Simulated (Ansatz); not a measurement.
Geometry optimisation, RKS PBE/STO-3G in Ansatz.

Input:

```yaml
crystal:
  periodic: [false, false, false]
  atoms:
    - { symbol: Al, position_ang: [0.0, 0.0, 0.0] }
    - { symbol: O, position_ang: [0.0, 0.0, 1.78] }
    - { symbol: Si, position_ang: [-1.3147, -0.4067, 2.7436] }
    - { symbol: H, position_ang: [-2.239, -1.2403, 1.9804] }
    - { symbol: H, position_ang: [-0.8506, -1.1432, 3.9157] }
    - { symbol: H, position_ang: [-1.9987, 0.8095, 3.1733] }
    - { symbol: O, position_ang: [1.5415, 0.0, -0.89] }
    - { symbol: H, position_ang: [1.8414, -0.9519, -1.0449] }
    - { symbol: O, position_ang: [-1.5415, 0.0, -0.89] }
    - { symbol: H, position_ang: [-2.0512, -0.8467, -0.6815] }
basis:
  gaussian: { orbitals: STO-3G }
hamiltonian:
  xc: pbe
relax:
  f_tol: 0.02
  max_steps: 40
output:
  orbitals: {}
```

Command:

```bash
$ ansatz run input.yaml --threads 1 --pin off --max-ram 2048MiB --backend cpu --events-out ev --progress --plain --runs-dir out
```

Where does it end, and by what steps?

The run converged. The force dipped under the threshold on the way, but the program's further checks kept it going. Limits of this set-up: minimal basis. After 25 steps the energy has fallen by 0.879 eV; H8 moved furthest, 1.01 Å.

```tsv
step	energy less start (eV)	largest force component (eV/Å)	accepted
0	0.0000	2.198	yes
1	-0.3563	1.250	yes
2	-0.4328	1.279	yes
3	-0.4917	1.512	yes
4	-0.6175	0.384	yes
5	-0.6766	0.568	yes
6	-0.6739	1.742	no
7	-0.7278	0.490	yes
8	-0.7725	0.493	yes
9	-0.8075	1.206	yes
10	-0.8649	0.145	yes
11	-0.8682	0.226	yes
12	-0.8738	0.178	yes
13	-0.8773	0.113	yes
14	-0.8782	0.029	yes
15	-0.8784	0.045	yes
16	-0.8786	0.027	yes
17	-0.8787	0.017	yes
18	-0.8790	0.027	yes
19	-0.8791	0.043	yes
20	-0.8792	0.028	yes
21	-0.8792	0.026	yes
22	-0.8792	0.026	no
23	-0.8792	0.004	yes
24	-0.8793	0.011	yes
25	-0.8793	0.016	yes
```

```xyz
10
Properties=species:S:1:pos:R:3
Al 0.137 -0.328 0.145
O 0.167 -0.490 1.854
Si -1.345 -0.500 2.647
H -2.229 -1.586 2.207
H -1.088 -0.678 4.071
H -2.099 0.746 2.476
O 1.690 -0.303 -0.598
H 1.454 -0.205 -1.600
O -1.248 -0.195 -0.882
H -2.053 -0.242 -0.233
```

Whether the end is a true minimum wasn't checked by a vibrational analysis.

The run took 56 s on 1 thread of Arm Neoverse V2, on a shared host, peak memory 0.12 GiB.
